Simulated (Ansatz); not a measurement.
Steps of a relaxation of CH6B2GeS (`SB[B]1[CH2][GeH2]1`) with RKS PBE-D4/def2-SVP.

```sh
$ ansatz run in.yaml --threads 4 --pin off --events-out ev --progress --plain --max-ram 10444MiB
```

```yaml
crystal:
  periodic: [false, false, false]
  atoms:
    - {symbol: S, position_ang: [-2.254100, 0.549000, 2.016000]}
    - {symbol: B, position_ang: [-0.534100, 0.869600, 1.438200]}
    - {symbol: B, position_ang: [0.042800, 0.004500, 0.154900]}
    - {symbol: C, position_ang: [-0.010200, -1.061700, -0.955100]}
    - {symbol: Ge, position_ang: [1.664200, -0.502100, -1.192700]}
    - {symbol: H, position_ang: [-2.791300, 1.593000, 1.122600]}
    - {symbol: H, position_ang: [0.174500, 1.671200, 1.990800]}
    - {symbol: H, position_ang: [-0.137300, -2.089100, -0.566600]}
    - {symbol: H, position_ang: [-0.770000, -0.746300, -1.721400]}
    - {symbol: H, position_ang: [1.920300, 0.784900, -1.989600]}
    - {symbol: H, position_ang: [2.760500, -1.129900, -0.276500]}
basis:
  gaussian: {orbitals: def2-SVP}
hamiltonian: {xc: pbe, dispersion: d4}
relax: {f_tol: 0.03, max_steps: 200}
```

Positions (Å) and forces (eV/Å) along the path, 13 of 19 steps:

```xyz
11
step=1 energy=-69807.7753 eV
S    -2.254    0.549    2.016   -1.452    1.616   -1.546
B    -0.534    0.870    1.438    0.483   -0.090    0.208
B     0.043    0.004    0.155    0.412   -0.338   -0.824
C    -0.010   -1.062   -0.955   -4.091   -1.756    1.584
Ge    1.664   -0.502   -1.193    4.022    2.054   -0.744
H    -2.791    1.593    1.123    0.592   -1.212    1.438
H     0.174    1.671    1.991    0.096    0.120    0.476
H    -0.137   -2.089   -0.567   -0.327   -0.246   -0.518
H    -0.770   -0.746   -1.721    0.281   -0.249    0.278
H     1.920    0.785   -1.990    0.189   -0.199   -0.166
H     2.760   -1.130   -0.277   -0.203    0.300   -0.186
11
step=2 energy=-69808.6298 eV
S    -2.347    0.654    1.881   -0.386    0.644   -1.104
B    -0.514    0.809    1.491    0.412   -0.014   -0.202
B     0.070   -0.050    0.179   -0.190   -0.037    0.191
C    -0.025   -1.136   -0.902   -1.427   -1.166    0.863
Ge    1.683   -0.423   -1.235    1.227    1.130   -0.204
H    -2.814    1.748    1.138    0.327   -0.395    0.766
H     0.184    1.568    2.141   -0.078   -0.140    0.206
H    -0.122   -2.199   -0.601   -0.084   -0.019   -0.326
H    -0.800   -0.831   -1.644    0.137   -0.015    0.088
H     1.961    0.806   -2.104    0.024   -0.160   -0.216
H     2.788   -1.003   -0.324    0.039    0.173   -0.062
11
step=4 energy=-69809.4894 eV
S    -2.373    0.639    1.495    0.844    0.981   -0.885
B    -0.469    0.770    1.518   -0.530   -0.119    0.134
B     0.044   -0.151    0.263   -0.085   -0.117    0.214
C    -0.050   -1.239   -0.816    0.183   -0.245   -0.186
Ge    1.656   -0.276   -1.166   -0.392    0.295    0.452
H    -2.765    1.978    1.332    0.238   -0.631    0.587
H     0.154    1.524    2.252   -0.274   -0.071   -0.096
H    -0.121   -2.332   -0.663   -0.019    0.028   -0.019
H    -0.779   -0.878   -1.579    0.072   -0.023    0.043
H     1.935    0.773   -2.256   -0.112   -0.242   -0.136
H     2.834   -0.865   -0.358    0.075    0.144   -0.107
11
step=5 energy=-69809.8049 eV
S    -2.338    0.677    1.307    0.895    1.007   -0.266
B    -0.462    0.749    1.529   -0.861   -0.048   -0.001
B     0.026   -0.193    0.296    0.049   -0.100   -0.015
C    -0.043   -1.264   -0.809    0.172   -0.084   -0.167
Ge    1.631   -0.217   -1.102   -0.229    0.284    0.311
H    -2.744    2.014    1.458    0.237   -0.696    0.227
H     0.117    1.525    2.267   -0.181   -0.106   -0.007
H    -0.118   -2.357   -0.677   -0.026   -0.033    0.013
H    -0.761   -0.887   -1.575    0.086   -0.046    0.025
H     1.903    0.723   -2.300   -0.163   -0.290   -0.016
H     2.856   -0.826   -0.376    0.021    0.112   -0.104
11
step=6 energy=-69810.0329 eV
S    -2.309    0.781    1.145    0.585    0.871    0.280
B    -0.491    0.714    1.546   -0.867    0.055   -0.138
B     0.004   -0.234    0.323    0.048   -0.209   -0.248
C    -0.012   -1.286   -0.808    0.040    0.036    0.173
Ge    1.609   -0.128   -1.012    0.130    0.306   -0.298
H    -2.697    2.067    1.564    0.261   -0.689   -0.101
H     0.056    1.461    2.329   -0.078   -0.131    0.055
H    -0.091   -2.381   -0.692   -0.017   -0.013    0.057
H    -0.713   -0.906   -1.586    0.117   -0.021   -0.047
H     1.816    0.613   -2.381   -0.168   -0.308    0.333
H     2.893   -0.758   -0.407   -0.051    0.102   -0.067
11
step=7 energy=-69810.1402 eV
S    -2.303    0.908    1.073    0.309    0.473    0.212
B    -0.543    0.660    1.555   -0.465    0.216   -0.089
B    -0.001   -0.251    0.319   -0.075   -0.187   -0.578
C     0.015   -1.337   -0.771   -0.203    0.241    0.081
Ge    1.568   -0.083   -1.048    0.484   -0.114    0.676
H    -2.608    2.154    1.611    0.186   -0.471   -0.035
H    -0.012    1.314    2.431   -0.043   -0.124   -0.027
H    -0.155   -2.421   -0.621    0.196    0.038   -0.050
H    -0.537   -0.959   -1.664   -0.128   -0.110    0.094
H     1.736    0.554   -2.436   -0.193   -0.117   -0.148
H     2.906   -0.597   -0.428   -0.068    0.156   -0.135
11
step=8 energy=-69810.2671 eV
S    -2.324    1.039    1.018    0.300    0.490    0.371
B    -0.605    0.651    1.518   -0.313    0.146    0.024
B    -0.042   -0.243    0.274    0.016   -0.234   -0.263
C     0.035   -1.344   -0.787   -0.255    0.083    0.070
Ge    1.597   -0.057   -0.983    0.242    0.153   -0.140
H    -2.540    2.209    1.731    0.045   -0.421   -0.148
H    -0.074    1.196    2.476   -0.104   -0.155   -0.210
H    -0.096   -2.433   -0.629    0.052    0.121    0.054
H    -0.505   -0.997   -1.706    0.209   -0.154    0.134
H     1.625    0.398   -2.470    0.005   -0.060    0.190
H     2.994   -0.476   -0.422   -0.196    0.030   -0.081
11
step=10 energy=-69810.4149 eV
S    -2.319    1.395    1.062   -0.268    0.209   -0.152
B    -0.716    0.644    1.365   -0.012   -0.001    0.338
B    -0.145   -0.271    0.120   -0.216    0.240   -0.105
C     0.018   -1.435   -0.804    0.210    0.367   -0.052
Ge    1.575    0.076   -0.978   -0.336   -0.074    0.050
H    -2.449    2.319    2.077    0.230   -0.322   -0.083
H    -0.166    0.926    2.407    0.223   -0.015   -0.017
H    -0.045   -2.493   -0.506   -0.013   -0.111   -0.002
H    -0.282   -1.251   -1.856    0.176   -0.134   -0.031
H     1.635    0.273   -2.516    0.018   -0.133    0.069
H     2.959   -0.240   -0.350   -0.013   -0.027   -0.015
11
step=11 energy=-69810.5142 eV
S    -2.316    1.517    1.072   -0.136    0.185    0.086
B    -0.775    0.644    1.333    0.106   -0.022    0.060
B    -0.231   -0.201    0.025    0.055    0.072   -0.062
C     0.027   -1.407   -0.808   -0.209    0.171   -0.187
Ge    1.525    0.148   -0.998   -0.054   -0.058   -0.094
H    -2.389    2.278    2.211    0.060   -0.165   -0.070
H    -0.170    0.773    2.381    0.028    0.031   -0.025
H    -0.052   -2.438   -0.419    0.045   -0.049   -0.045
H    -0.149   -1.329   -1.903    0.154   -0.189    0.137
H     1.696    0.085   -2.546   -0.048   -0.001    0.105
H     2.899   -0.127   -0.327   -0.001    0.025    0.095
11
step=15 energy=-69810.6004 eV
S    -2.341    1.596    1.228   -0.025   -0.030    0.039
B    -0.808    0.668    1.182    0.072    0.118   -0.013
B    -0.360   -0.125   -0.201   -0.045    0.016    0.055
C    -0.083   -1.414   -0.877    0.048   -0.070   -0.028
Ge    1.458    0.196   -1.015    0.044    0.037   -0.060
H    -2.223    2.163    2.465    0.015   -0.006   -0.024
H    -0.051    0.748    2.136   -0.049   -0.049   -0.011
H    -0.173   -2.382   -0.349   -0.025    0.004    0.008
H     0.056   -1.551   -1.965    0.006   -0.007   -0.017
H     1.872   -0.101   -2.485   -0.023    0.001    0.046
H     2.718    0.145   -0.099   -0.018   -0.016    0.005
11
step=17 energy=-69810.5994 eV rejected
S    -2.356    1.585    1.245    0.082    0.004   -0.017
B    -0.792    0.706    1.158   -0.137   -0.121    0.095
B    -0.358   -0.109   -0.218    0.000    0.008    0.008
C    -0.086   -1.411   -0.877    0.019    0.057   -0.016
Ge    1.466    0.202   -1.021    0.036   -0.006   -0.027
H    -2.230    2.143    2.484    0.014   -0.010   -0.015
H    -0.052    0.739    2.127    0.007    0.053   -0.062
H    -0.193   -2.370   -0.335   -0.001    0.016    0.007
H     0.071   -1.566   -1.962   -0.011    0.010    0.030
H     1.876   -0.114   -2.486    0.011   -0.012    0.020
H     2.718    0.140   -0.093   -0.020    0.001   -0.022
11
step=18 energy=-69810.6021 eV
S    -2.353    1.588    1.241    0.020    0.009    0.030
B    -0.808    0.683    1.169   -0.015    0.006   -0.005
B    -0.364   -0.120   -0.209    0.001   -0.031   -0.018
C    -0.083   -1.414   -0.877    0.021    0.076    0.018
Ge    1.457    0.202   -1.021    0.012    0.012    0.036
H    -2.208    2.158    2.474   -0.016   -0.008   -0.021
H    -0.057    0.744    2.125    0.007   -0.001   -0.001
H    -0.182   -2.375   -0.339    0.001   -0.020   -0.003
H     0.078   -1.555   -1.961   -0.027   -0.036   -0.028
H     1.876   -0.103   -2.485   -0.006   -0.014   -0.004
H     2.708    0.135   -0.095    0.003    0.007   -0.002
11
step=19 energy=-69810.6026 eV
S    -2.353    1.587    1.243    0.022   -0.003    0.005
B    -0.806    0.684    1.165   -0.024    0.005    0.004
B    -0.364   -0.117   -0.215   -0.013   -0.013    0.021
C    -0.079   -1.412   -0.879   -0.009    0.023   -0.016
Ge    1.461    0.205   -1.018    0.014   -0.003   -0.018
H    -2.211    2.154    2.477   -0.004   -0.005   -0.007
H    -0.053    0.743    2.121    0.006    0.001   -0.002
H    -0.180   -2.372   -0.338    0.001   -0.003    0.002
H     0.060   -1.561   -1.966    0.013    0.000    0.011
H     1.879   -0.112   -2.480    0.002   -0.003    0.000
H     2.711    0.144   -0.089   -0.007    0.000    0.000
```

Run time 30 s (4 threads of an Intel Xeon Platinum 8259CL on a shared host); peak host memory 0.29 GiB.
